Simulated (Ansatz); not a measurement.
Task: Name a neutral molecule of O, Si, Zn and H with HOMO energy (PBE/def2-TZVPP) between -7.00 and -6.70 eV and LUMO energy (B3LYP/def2-TZVPP) between -1.10 and -0.80 eV (Ansatz, PBE0-D4/def2-TZVP geometry).

Result: `[SiH3][O][ZnH]` (-6.81 eV, -0.82 eV). Other molecules can fit too; these were computed, each in one conformer that needn't be the lowest.

B3LYP here is the variant with VWN-RPA as its local correlation; programs differ in this.
